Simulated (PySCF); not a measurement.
**EPR parameters of C6H7N2S**

C6H7N2S (doublet state).
Cartesian coordinates in Å at the GFN2-xTB level; atoms count from 1:
```xyz
16
C6H7N2S angstrom
C     -1.905    0.192    1.049
C     -1.182   -0.658    0.025
C     -1.115   -0.210   -1.425
C      0.067   -0.191   -0.569
C      1.374    0.134   -0.402
C      2.134   -0.019    0.822
N      3.368    0.356    0.725
S      3.639    0.891   -0.812
N      2.158    0.647   -1.384
H     -1.532   -0.016    2.050
H     -2.972   -0.022    1.028
H     -1.757    1.248    0.837
H     -1.282   -1.725    0.205
H     -1.180   -0.952   -2.210
H     -1.566    0.736   -1.698
H      1.743   -0.403    1.746
```

The hyperfine couplings belong to this conformer and change with its torsions.

As a line formula: `C[C@H]1C[C]1C1=NSN=C1` [radical].

Method: PySCF 2.14.0, UKS B3LYP, pcH-1 on C H N S, non-relativistic, mean-field spin-orbit, GIAO. One conformer (not necessarily the lowest) at the GFN2-xTB geometry, without solvent, vibrations or thermal averaging. Couplings are sensitive to structure, and on GFN2-xTB geometries they can be far from those on DFT ones. The SCF solution wasn't tested for stability.

* g1, g2, g3: 2.00211, 2.00290, 2.00608
* g_iso: 2.00369
* Form of g: rhombic: the two nearest values differ by 20 % of g3 − g1
* ⟨S²⟩: 0.7712 (exact 0.7500)
* α and β electrons: 37, 36
* Total energy: -740.46099 Eh
* Basis functions: 305

Hyperfine couplings atom by atom, in MHz; T1 to T3 are the principal values of the dipolar part:

```tsv
atom	isotope	a_iso	of which spin–orbit	T1	T2	T3	Mulliken spin population
C1	13C	28.6	0.0	-2.7	-2.5	5.3	0.02
C2	13C	-19.1	0.0	-3.1	0.1	3.0	-0.04
C3	13C	-19.9	0.0	-2.8	0.0	2.7	-0.05
C4	13C	64.2	-0.1	-57.9	-53.4	111.2	0.66
C5	13C	-42.3	0.0	-20.7	7.5	13.2	-0.16
C6	13C	11.8	0.0	-8.6	-7.3	15.9	0.10
N7	14N	-3.5	0.0	-6.3	3.0	3.3	-0.08
S8	33S	3.7	-0.3	-17.5	-15.1	32.6	0.15
N9	14N	14.3	0.1	-16.6	-15.9	32.5	0.32
H10	1H	-2.3	0.0	-2.2	-1.4	3.6	0.00
H11	1H	4.3	0.0	-1.9	-1.1	2.9	0.00
H12	1H	-2.0	0.0	-3.4	-1.5	4.8	0.00
H13	1H	57.8	0.0	-3.2	-2.9	6.0	0.03
H14	1H	63.5	0.0	-3.0	-2.8	5.8	0.03
H15	1H	60.6	0.0	-3.2	-2.5	5.7	0.02
H16	1H	-6.8	0.0	-2.8	-1.7	4.5	0.00
```

Largest spin populations (Mulliken): C4 (+0.66), N9 (+0.32), C5 (-0.16) and S8 (+0.15). The angles at C4 add up to 359.8°, so it is planar.

Axes: g2 points within 7° of the S8–N9 bond.

Under fast tumbling the dipolar parts average out, and these isotropic splittings remain: 1 × 1H (H14, I = 1/2, 2 lines) with 2.27 mT, 1 × 1H (H15, I = 1/2, 2 lines) with 2.16 mT, 1 × 1H (H13, I = 1/2, 2 lines) with 2.06 mT, 1 × 14N (N9, I = 1, 3 lines) with 0.51 mT, 1 × 1H (H16, I = 1/2, 2 lines) with 0.24 mT and 1 × 14N (N7, I = 1, 3 lines) with 0.13 mT.

The 13C coupling of C4 (64.2 MHz) shows only in satellite lines or after enrichment, since that isotope makes up about 1.07 % of natural carbon.

The spin density at the nucleus, in bohr⁻³, is negative for C5 (-0.0377), C3 (-0.0177) and C2 (-0.0170), for instance. A restricted open-shell determinant has no negative spin density anywhere; here it arises because α and β orbitals differ (spin polarisation).

On one thread of an Arm Neoverse V1, no GPU, shared host with 32 logical CPUs at a one-minute load of 31, this took 2.2 min of wall time (grids of density and orbitals included) and 1.1 GiB of memory at its peak.
